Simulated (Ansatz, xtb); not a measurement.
## AlH5N2S: which of two structures lies lower

Structure a: `[NH2][AlH][NH]S`, a singlet. Structure b: a singlet given by its coordinates. Both are isolated molecules in the gas phase, relaxed with PBE0-D4/def2-SVP; the shapes shown needn't be the lowest conformers.

a (Å):

| atom | x (Å) | y (Å) | z (Å) |
| --- | --- | --- | --- |
| Al | -2.0375 | -0.7985 | 0.6421 |
| N | -2.9973 | -0.1301 | -0.6897 |
| N | -0.4679 | -0.0181 | 1.0413 |
| S | 0.4340 | -0.4281 | 2.4276 |
| H | -2.7736 | 0.6817 | -1.2535 |
| H | -3.8806 | -0.5230 | -0.9953 |
| H | -2.5364 | -2.0594 | 1.4473 |
| H | -0.0724 | 0.7779 | 0.5491 |
| H | 1.3233 | -1.3145 | 1.8990 |

b (Å):

```xyz
9

Al   -0.0814    0.5116    2.0155
N    -0.6119   -1.1853    2.0845
N     1.8618    0.8631    2.3871
S     0.8988    1.3646    3.8449
H    -1.1046   -1.6592    1.3364
H    -0.5626   -1.7825    2.9013
H    -0.5729    1.4648    0.8515
H     2.3661    1.6483    1.9750
H     2.5200    0.1156    2.6074
```

Close contacts (Å): Al1–N2 1.78, Al1–N3 2.01, Al1–S4 2.24, N3–S4 1.82, Al1–H7 1.58, N2–H5 1.01, N2–H6 1.01, N3–H8 1.02, N3–H9 1.02.

Task: Estimate which is lower in electronic energy at CCSD(T)/def2-SVP + ΔMP2/def2-TZVPP, and by roughly how much.

Result: The CCSD(T)/def2-SVP + ΔMP2/def2-TZVPP calculation puts structure b lower, by 49.4 kJ/mol.

How the difference moves with the method:

| level | geometry | E(b) − E(a) (kJ/mol) | departure from the last row (kJ/mol) | job, with rough time for the two |
| --- | --- | --- | --- | --- |
| PBE0-D4/def2-SVP | PBE0-D4/def2-SVP | −62.1 | −12.7 | optimisation, 39 s |
| HF/def2-SVP | PBE0-D4/def2-SVP | −47.5 | +1.9 | part of the CCSD(T) run |
| MP2/def2-SVP | PBE0-D4/def2-SVP | −58.2 | −8.8 | part of the CCSD(T) run |
| CCSD(T)/def2-SVP | PBE0-D4/def2-SVP | −56.7 | −7.3 | single point |
| CCSD(T)/def2-SVP + ΔMP2/def2-TZVPP | PBE0-D4/def2-SVP | −49.4 |  | single point, 10 s |

The levels shown agree on the order. The largest departure from CCSD(T)/def2-SVP + ΔMP2/def2-TZVPP is that of PBE0-D4/def2-SVP, 12.7 kJ/mol. Levels run at GFN2-xTB geometries aren't shown. The last row adds to CCSD(T) the change of the MP2 difference between the two basis sets, here +7.3 kJ/mol.

With harmonic frequencies from PBE0-D4/def2-SVP (ideal gas, rigid rotor, one conformer each, 298.15 K, 1 atm): on the last row, ΔE + ΔZPE = −39.6, ΔH = −41.1, ΔG = −36.7 kJ/mol.

The correlated steps freeze 12 core orbitals. Programs: Ansatz 0.2.0; the last row on 2 threads of Intel(R) Xeon(R) 6975P-C (Granite Rapids) on a shared host.
